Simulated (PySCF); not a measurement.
State search for SrBr

Unrestricted PBE0; basis Sr x2c-TZVPPall, Br x2c-TZVPPall; spin-free X2C with a Gaussian nucleus; PySCF 2.14. Outer shells of the fragments: Sr 5s2; Br 3d10 4s2 4p5.

Followed along the bond (rough minima from three points):

```json
{"2Ms+1": "2", "unpaired": "σ ↑", "⟨S²⟩ at the start": "0.75", "R at minimum (Å)": "2.73", "Te (eV)": "0.00"}
{"2Ms+1": "2", "unpaired": "π ↑", "⟨S²⟩ at the start": "0.75", "R at minimum (Å)": "2.72", "Te (eV)": "1.57"}
{"2Ms+1": "4", "unpaired": "σ ↑, π ↑↑", "⟨S²⟩ at the start": "3.75", "R at minimum (Å)": "none in the scan", "Te (eV)": "≤ 5.47"}
```

Solutions found at the starting distance of 2.825 Å, counted from the lowest of them; the search is not exhaustive and high or unbound solutions are not listed, so other states can lie among these:

```tsv
2Ms+1	unpaired	term	E (eV)	⟨S²⟩	⟨Lz²⟩	μ (D)
2	σ ↑	²Σ⁺	0.00	0.75	0.00	-5.19
2	π ↑	²Π	1.58	0.75	1.00	-4.06
2	δ ↑	²Δ	1.87	0.75	4.00	-8.64
4	σ ↑, π ↑↑	mixed	5.67	3.75	2.03	2.38
4	σ ↑↑, π ↑	mixed	5.73	3.75	2.20	4.71
4	σ ↑, π ↑↑	mixed	5.75	3.75	2.01	4.12
```

A term symbol is given only where ⟨S²⟩ and ⟨Lz²⟩ are close to those of a pure state; the other rows mix spins, or terms through real π, δ and φ orbitals. A positive dipole means Sr(−)Br(+).

Spin–orbit coupling is left out. Counting both spins, an empty level lies below a filled one in some of these solutions, because spin and occupation are held.
